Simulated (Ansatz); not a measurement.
CH6FNO2Si (`NC(O)(O)[SiH2]F`). Charge 0, multiplicity 1.

```xyz
12

N    -1.286   -0.599    0.435
C     0.101   -0.275    0.242
O     0.677   -1.455   -0.261
O     0.766    0.151    1.401
Si    0.085    1.139   -1.036
F     1.586    1.604   -1.361
H    -1.415   -1.589    0.610
H    -1.690   -0.046    1.178
H     1.602   -1.271   -0.450
H     0.743   -0.581    2.034
H    -0.504    0.621   -2.290
H    -0.666    2.301   -0.503
```

Q: Give the diagnostics of a CCSD(T)/def2-TZVPP run (frozen core, Ansatz). (An estimate is asked.)

A: The calculation gave: T1 = 0.0121, largest single amplitude 0.017, largest double 0.018, (T) share of the correlation energy 3.5 %, 9 CCSD cycles. The RHF solution is stable towards an unrestricted one. T1 lies under the customary mark of 0.02 for closed shells.
